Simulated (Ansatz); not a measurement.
Calculated with Ansatz (gas phase, PBE0-D4/def2-TZVP geometries, no zero-point term in ΔE). CBS: MP2 limit from def2 TZ/QZ plus the TZ coupled-cluster correction, frozen cores. Functionals use def2-TZVPP. B3LYP here is the variant with VWN-RPA as its local correlation; programs differ in this. HSE06 is defined as in plane-wave codes. For Mg outer-core shells are correlated without core-valence functions, which leaves a few kJ/mol of doubt a bond. Each species was taken in one conformer, which may not be the lowest.

Reaction (ligand exchange at the Si–N bond): `FCN[SiH3]` + `[OH][Mg][F]` → `[F][Mg][O][SiH3]` + `NCF`

| level | ΔE (kJ/mol) | difference from CCSD(T)/CBS |
| --- | --- | --- |
| LDA (SPW92) | -70.7 | 11.2 |
| PBE-D4 | -73.8 | 8.1 |
| revPBE-D4 | -71.8 | 10.1 |
| BLYP-D4 | -76.3 | 5.6 |
| r2SCAN-D4 | -81.2 | 0.7 |
| B97M-V | -86.5 | -4.6 |
| r2SCANh-D4 | -81.5 | 0.4 |
| r2SCAN0-D4 | -81.8 | 0.1 |
| HSE06-D4 | -77.0 | 4.9 |
| BHLYP-D4 | -83.9 | -2.0 |
| CAM-B3LYP-D4 | -79.9 | 2.0 |
| ωB97X-V | -78.7 | 3.2 |
| ωB97M-V | -77.9 | 4.0 |
| B2PLYP | -83.0 | -1.1 |
| PBE-QIDH | -81.3 | 0.6 |
| PBE | -76.2 | 5.7 |
| revPBE | -78.2 | 3.7 |
| BLYP | -81.5 | 0.4 |
| r2SCAN | -81.8 | 0.1 |
| PBE0 | -79.0 | 2.9 |
| B3LYP | -82.9 | -1.0 |
| r2SCANh | -82.1 | -0.2 |
| BHLYP | -86.3 | -4.4 |
| CAM-B3LYP | -81.9 | 0.0 |
| LC-ωPBE | -77.6 | 4.3 |
| RPA@PBE/def2-TZVPP | -83.6 | -1.7 |
| MP2/def2-SVP | -80.9 | 1.0 |
| CCSD/def2-SVP | -82.8 | -0.9 |
| CCSD(T)/def2-SVP | -81.8 | 0.1 |
| HF/def2-TZVPP | -94.2 | -12.3 |
| MP2/def2-TZVPP | -80.4 | 1.5 |
| SCS-MP2/def2-TZVPP | -83.6 | -1.7 |
| CCSD/def2-TZVPP | -83.5 | -1.6 |
| CCSD(T)/def2-TZVPP | -82.2 | -0.3 |
| HF/def2-QZVPP | -95.8 | -13.9 |
| MP2/def2-QZVPP | -80.8 | 1.1 |
| SCS-MP2/def2-QZVPP | -83.9 | -2.0 |
| HF/CBS(def2) | -96.0 | -14.1 |
| MP2/CBS(def2) | -80.2 | 1.7 |
| CCSD/CBS(def2) | -83.2 | -1.3 |
| CCSD(T)/CBS | -81.9 | 0 |

Largest T1 diagnostic among the species: 0.012.

In def2-TZVPP, CCSD(T) changes the Hartree–Fock value by +12.0 kJ/mol (the triples alone add +1.3 kJ/mol) and MP2 by +13.8 kJ/mol. From BLYP to BHLYP (50 % exact exchange), in def2-TZVPP and without D4, ΔE moves by −4.8 kJ/mol.
